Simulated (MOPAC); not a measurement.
MOPAC input (PM7):

```
PM7 1SCF GEO-OK AUX(PRECISION=9) THREADS=1
CH4Si

C    -1.14981457 1   -0.05477791 1   -0.04502006 1
Si    0.54785519 1    0.02610017 1    0.02145083 1
H    -1.76847219 1    0.83159725 1   -0.09957680 1
H    -1.68390593 1   -0.99607076 1   -0.03559828 1
H     1.39794796 1   -1.17454559 1    0.09584332 1
H     1.28334497 1    1.30228411 1    0.00914054 1
```

**Question.** What heat of formation does the run end on, and which ionisation energy by Koopmans theorem?

**Answer.** 34.25 kcal/mol; 9.35 eV.
